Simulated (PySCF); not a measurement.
AlBH$_{4}$NSi, B$_{2}$H$_{4}$N$_{2}$ (calculated)

Computed with PySCF 2.14.0. Calculation on a computer-drawn molecule: the log of a Hartree-Fock and frozen-core CCSD(T) single point meant for a local Hartree-Fock minimum, with one planted fault or none, to be diagnosed. Offsets are logged minus clean, where the clean run is the same molecule without the fault. The reference is restricted for singlets and unrestricted otherwise, and also for a bond in bohr or an excited solution. Adding or removing an electron swaps singlet and doublet. The excited solution moves the top pair (singlet) or top alpha electron (doublet) to the lowest empty orbital. Highest occupied and lowest empty are orbital energies over both spins, largest force is the largest gradient component, triples share is (T) over the correlation energy, the T1 limit is 0.02 restricted and 0.045 unrestricted, electrons count all cores, a negative frequency is imaginary (commonest isotopes), and the dipole is about the centre of nuclear charge.

Common to all runs: meant multiplicity 1; logged SCF converged yes; logged SCF stable within its kind yes; possible faults no fault, one electron removed, one electron added, multiplicity raised by two, geometry at a saddle point, SCF held on an excited solution, minimal basis STO-3G, one bond length entered in bohr, all coordinates scaled.

(1) AlBH$_{4}$NSi

Logged structure:
```xyz
8
AlBH4NSi
Al    -2.6690    -0.1441    -0.6945
B     -1.5597     0.9607     0.8397
N     -0.9089     1.6092     1.7397
Si    -0.0981     2.4151     2.8632
H     -3.0359     0.7016    -1.9526
H     -2.9503    -1.6350    -0.3328
H      1.3598     2.4550     2.8467
H     -0.8012     3.1256     3.9255
```

```
meant charge                         : 1
meant basis                          : cc-pV(D+d)Z
logged electrons                     : 42
logged basis functions               : 94
logged spin squared                  : 2.2499
logged highest occupied              : -11.491 eV
logged lowest empty                  : -7.3867 eV
logged largest force                 : 0.030222 hartree/bohr
logged T1 diagnostic                 : 0.037624
logged D1 diagnostic                 : 0.11463
logged triples share                 : 0.036527
logged CC converged                  : yes
logged dipole magnitude              : 3.873 debye
logged energy HF                     : -611.93084 hartree
logged energy CCSD(T)                : -612.34896 hartree
planted fault                        : multiplicity raised by two
HF energy offset from clean run      : 102 kcal/mol
CCSD(T) energy offset from clean run : 103.7 kcal/mol
```

Drawn bonds:
| atom | other atom | order |
| --- | --- | --- |
| 1 | 2 | 1 |
| 2 | 3 | 2 |
| 3 | 4 | 1 |
| 1 | 5 | 1 |
| 1 | 6 | 1 |
| 4 | 7 | 1 |
| 4 | 8 | 1 |

(2) B$_{2}$H$_{4}$N$_{2}$

Logged structure:
```xyz
8
B2H4N2
N     -1.3597    -0.8437     1.1150
B     -0.6529     0.0624     0.6706
B      0.3240     1.3118     0.0515
N      0.9350     1.1903    -1.1875
H     -1.9268    -1.5585     1.4850
H      0.5028     2.3224     0.6753
H      0.8429     0.3876    -1.7746
H      1.5132     1.9062    -1.5762
```

```
meant charge                    : 0
meant basis                     : cc-pVDZ
logged electrons                : 27
logged basis functions          : 76
logged spin squared             : 0.7592
logged highest occupied         : -16.795 eV
logged lowest empty             : -7.3117 eV
logged largest force            : 0.090454 hartree/bohr
logged CC converged             : no
logged dipole magnitude         : 4.1723 debye
logged energy HF                : -160.33329 hartree
planted fault                   : one electron removed
HF energy offset from clean run : 203.5 kcal/mol
```

Drawn bonds:
| atom | other atom | order |
| --- | --- | --- |
| 1 | 2 | 2 |
| 2 | 3 | 1 |
| 3 | 4 | 1 |
| 1 | 5 | 1 |
| 3 | 6 | 1 |
| 4 | 7 | 1 |
| 4 | 8 | 1 |

Notes: CCSD not converged.
